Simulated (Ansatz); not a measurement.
input.yaml

```yaml
crystal:
  periodic: [false, false, false]
  atoms:
    - { symbol: O, position_ang: [-1.928001, -0.434264, 0.786789] }
    - { symbol: Si, position_ang: [-0.748205, -0.023717, -0.2937] }
    - { symbol: C, position_ang: [0.923853, 0.695531, 0.039521] }
    - { symbol: "N", position_ang: [0.779121, -0.753419, -0.204784] }
    - { symbol: H, position_ang: [-1.606343, -0.76251, 1.646803] }
    - { symbol: H, position_ang: [-1.473571, 0.246203, -1.568036] }
    - { symbol: H, position_ang: [1.286179, 0.992885, 1.048998] }
    - { symbol: H, position_ang: [1.396378, 1.315103, -0.758163] }
    - { symbol: H, position_ang: [1.458989, -1.322312, -0.714729] }
basis:
  gaussian: { orbitals: def2-SVP }
hamiltonian:
  xc: lda
neb:
  order_check: false
  images: 5
  f_tol: 0.05
  max_iterations: 60
  initial_path: idpp
  final_atoms:
    - { symbol: O, position_ang: [-1.52597181, -0.66568112, 1.17171827] }
    - { symbol: Si, position_ang: [-0.64587031, -0.11513516, -0.11589516] }
    - { symbol: C, position_ang: [1.0066796, 0.70948859, 0.00540511] }
    - { symbol: "N", position_ang: [0.905724, -0.72597946, -0.30331679] }
    - { symbol: H, position_ang: [-2.48164242, -0.48067635, 1.142342] }
    - { symbol: H, position_ang: [-1.5593624, 0.15001185, -1.27713655] }
    - { symbol: H, position_ang: [1.46423385, 0.97391132, 0.98520684] }
    - { symbol: H, position_ang: [1.34291842, 1.39763504, -0.80551453] }
    - { symbol: H, position_ang: [1.58169107, -1.2900747, -0.8201102] }
```

Launched with:

```bash
$ ansatz run input.yaml --threads 1 --pin off --max-ram 2048MiB --backend cpu --events-out ev --progress --plain --runs-dir out
```

Hardware: 1 thread of Arm Neoverse V2, with other jobs on the host.

Task: Roughly how long does this run take, and how much memory?

Result: 76 s, with a peak of 0.27 GiB, for 13 band iterations.
